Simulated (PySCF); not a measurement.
CH10N2Si2. Atoms are numbered in the order given.

```xyz
15

N     -2.3312    -0.7466     0.7147
C     -1.9421     0.6703     0.7449
Si    -0.4666     0.8967    -0.4260
N      0.6227    -0.3939    -0.0066
Si     2.3177    -0.6277    -0.2976
H     -3.0084    -0.9608     1.4469
H     -2.7877    -0.9727    -0.1698
H     -2.7590     1.3908     0.5280
H     -1.5767     0.9099     1.7585
H     -0.9674     0.8232    -1.8386
H      0.1928     2.2240    -0.2548
H      0.0889    -1.1759     0.3822
H      3.0007    -1.1664     0.9177
H      2.6131    -1.5759    -1.4181
H      2.9006     0.6996    -0.6483
```
Charge 0, spin multiplicity 1.

The structure is a stationary point at B3LYP-D3(BJ)/def2-SVP. This is a generated structure with no PubChem entry under its InChIKey; it may be hypothetical. One conformer was computed; it need not be the lowest.

All values below come from HF/def2-TZVP (PySCF).

Atomic charges (e):

| atom | IAO | Mulliken |
|---|---|---|
| N1 | (withheld) | -0.60 |
| C2 | (withheld) | -0.23 |
| Si3 | 1.10 | 0.56 |
| N4 | -1.04 | -0.73 |
| Si5 | 0.96 | 0.44 |
| H6 | (withheld) | 0.23 |
| H7 | (withheld) | 0.23 |
| H8 | 0.10 | 0.09 |
| H9 | 0.13 | 0.11 |
| H10 | (withheld) | -0.08 |
| H11 | (withheld) | -0.06 |
| H12 | 0.28 | 0.27 |
| H13 | (withheld) | -0.07 |
| H14 | (withheld) | -0.08 |
| H15 | (withheld) | -0.07 |

Question: What belongs in the gaps? (An estimate is asked for; the answer gives what the named calculation found.)

Answer: 
- N1, IAO: -0.60
- C2, IAO: -0.41
- H6, IAO: 0.25
- H7, IAO: 0.24
- H10, IAO: -0.22
- H11, IAO: -0.19
- H13, IAO: -0.20
- H14, IAO: -0.21
- H15, IAO: -0.19

Computed Mayer and Wiberg (Löwdin basis) orders of the bonds:
```
bond     Mayer  Wiberg
-------  -----  ------
N1–C2     0.92    1.43
C2–Si3    0.97    1.10
Si3–N4    1.05    1.37
N4–Si5    1.06    1.43
N1–H6     0.94    0.96
N1–H7     0.94    0.96
C2–H8     0.97    0.89
C2–H9     0.97    0.88
Si3–H10   0.97    0.93
Si3–H11   0.98    0.93
N4–H12    0.88    0.87
Si5–H13   0.97    0.97
Si5–H14   0.96    0.97
Si5–H15   0.97    0.96
```
